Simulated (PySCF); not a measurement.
Two species compared at the same levels of theory.

First species: C₅H₁₅OPSi.
SMILES with atom numbers: `[CH3:1][P@@H:2](=[O:3])[CH2:4][Si:5]([CH3:6])([CH3:7])[CH3:8]` (hydrogens: H9, H10, H11 on C1; H12 on P2; H13, H14 on C4; H15, H16, H17 on C6; H18, H19, H20 on C7; H21, H22, H23 on C8)

Second species: CH₈N₂OSi₂.
Numbering: `[CH3:1][O:2][SiH:3]1[NH:4][SiH2:5][NH:6]1` (hydrogens: H7, H8, H9 on C1; H10 on Si3; H11 on N4; H12, H13 on Si5; H14 on N6)

Levels: PBE0/pcSseg-1 for dipole moment, HOMO energy, LUMO energy and HOMO–LUMO gap; GFN2-xTB for rotational constant A and rotational constant C. Geometries: GFN2-xTB. Each species is one conformer at its optimised geometry, gas phase, non-relativistic unless stated. Electronic properties by PySCF.

The conformers computed, where there is a choice (atom-mapped SMILES and torsion angles):
- `[CH3:1][P@@H:2](=[O:3])[CH2:4][Si:5]([CH3:6])([CH3:7])[CH3:8]`: C1–P2–C4–Si5 180°, P2–C4–Si5–C6 -41°
- `[CH3:1][O:2][SiH:3]1[NH:4][SiH2:5][NH:6]1`: C1–O2–Si3–N4 48°

```json
{"property": "dipole moment", "column X": "3.59 D", "column Y": "1.05 D"}
{"property": "HOMO energy", "column X": "-7.56 eV", "column Y": "-6.95 eV"}
{"property": "LUMO energy", "column X": "0.99 eV", "column Y": "0.23 eV"}
{"property": "HOMO–LUMO gap", "column X": "8.55 eV", "column Y": "7.18 eV"}
{"property": "rotational constant A", "column X": "2.282 GHz", "column Y": "5.071 GHz"}
{"property": "rotational constant C", "column X": "0.767 GHz", "column Y": "1.502 GHz"}
```

Task: Which column belongs to which species?

Result: Column X is the first species and column Y the second. The first has 23 atoms and 82 electrons, the second 14 and 64.

Task: How does each property change from the first species to the second?

Result: dipole moment -2.54 D; HOMO energy +0.61 eV; LUMO energy -0.76 eV; HOMO–LUMO gap -1.37 eV; rotational constant A +2.789 GHz; rotational constant C +0.735 GHz.

On the first: The dipole matches unit charges of opposite sign 0.75 Å apart (1 e·Å = 4.8032 D). A dipole of 3.59 D is allowed in C1, and pure rotational transitions are dipole-allowed.

On the second: The dipole equals about 3.5 × 10⁻³⁰ C·m (1 D = 3.33564 × 10⁻³⁰ C·m).
